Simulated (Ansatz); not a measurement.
A nudged elastic band was laid between two geometries of ClH3O3Zr + H (9 atoms, charge 0, multiplicity 2).

These are results of Ansatz 0.2.0, UKS PBE0/def2-SVP, not measurements.

```
movable images  : 7
climbing image  : yes
spring          : 5.0 eV/Å²
optimiser       : quadratic models (default)
start path      : through a guess of the saddle point
force threshold : 0.03 eV/Å
iteration limit : 60
end points      : relaxed
```

Initial state:

```xyz
9
Properties=species:S:1:pos:R:3
Zr -0.088 -0.099 0.013
Cl 0.184 0.447 2.322
O 1.637 -0.285 -0.789
H 2.466 -0.391 -1.252
O -1.058 1.304 -0.848
H -1.537 1.969 -1.339
O -1.053 -1.742 -0.130
H -1.530 -2.557 -0.279
H -0.113 -0.294 5.809
```

Final state:

```xyz
9
Properties=species:S:1:pos:R:3
Zr -0.175 -0.283 -0.622
Cl 0.015 0.069 3.129
O 1.748 -0.309 -0.726
H 2.703 -0.335 -0.746
O -1.116 1.394 -0.738
H -1.602 2.216 -0.764
O -1.147 -1.916 -0.312
H -1.623 -2.722 -0.121
H 0.105 0.236 4.406
```

Question: Which bonds break or form, and what moves?

Answer: Bonds broken: Zr1–Cl2. Bonds formed: Cl2–H9. ClH3O3Zr + H becomes ClH + H3O3Zr.

Question: What energy profile does the band end with?

Answer: The forces met the threshold. The highest image is number 6 of 0 to 8, 87.4 kJ/mol above the first end and 20.7 kJ/mol above the last; the last end lies 66.6 kJ/mol above the first. A vibrational analysis at the climbing image gives one clearly imaginary mode, 295i cm⁻¹, and a faint second one (21i cm⁻¹) that may be numerical noise or a soft torsion: probably a first-order saddle point.

| image | path coordinate (Å) | energy (kJ/mol) | Zr1–Cl2 (Å) | Cl2–H9 (Å) |
| --- | --- | --- | --- | --- |
| 0 | 0.00 | 0.0 | 2.39 | 3.58 |
| 1 | 0.38 | 0.1 | 2.39 | 3.37 |
| 2 | 0.77 | 0.6 | 2.39 | 3.03 |
| 3 | 1.15 | 3.1 | 2.38 | 2.69 |
| 4 | 1.54 | 10.4 | 2.37 | 2.36 |
| 5 | 1.92 | 32.9 | 2.40 | 1.96 |
| 6 | 2.30 | 87.4 | 2.74 | 1.45 |
| 7 | 2.80 | 70.0 | 3.33 | 1.30 |
| 8 | 3.29 | 66.6 | 3.77 | 1.29 |

Question: What is the geometry of the highest image?

Answer: 
```xyz
9
Properties=species:S:1:pos:R:3:forces:R:3
Zr -0.154 -0.203 -0.041 0.00 -0.01 -0.01
Cl 0.023 0.096 2.674 0.00 0.00 -0.01
O 1.710 -0.269 -0.497 0.00 0.00 0.00
H 2.596 -0.334 -0.847 0.00 0.00 0.00
O -1.109 1.368 -0.592 0.01 0.00 0.00
H -1.558 2.115 -0.985 0.00 0.00 0.00
O -1.129 -1.858 -0.082 0.00 0.00 0.00
H -1.612 -2.667 -0.244 0.00 0.00 0.00
H 0.141 0.104 4.122 0.00 0.00 0.02
```

The run took 6 min on 4 threads of Arm Neoverse V2, with other jobs on the host, peak memory 0.37 GiB.
